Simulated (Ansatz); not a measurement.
Ansatz results at the PBE0-D4/def2-TZVP geometry: ideal-gas entropy at 298 K and 1 bar (rigid rotor, harmonic PBE0-D4/def2-TZVP) 324 J/(mol·K); LUMO energy (PBE/def2-TZVPP) -2.17 eV; HOMO–LUMO gap (ωB97M-V/def2-TZVPP) 11.55 eV.

Each molecule was computed in one conformer, which needn't be the lowest.

(1) Which molecule gave them?
A. `S/C=C1/BN1`
B. `BN1B[SiH2]1`
C. `O=[C](O)[GaH2]`
D. `BOC(B)O`

Results:

(1) D. The others give `O=[C](O)[GaH2]`: 321, -2.67, 9.60; `BN1B[SiH2]1`: 305, -3.02, 9.36; `S/C=C1/BN1`: 317, -1.79, 9.67.
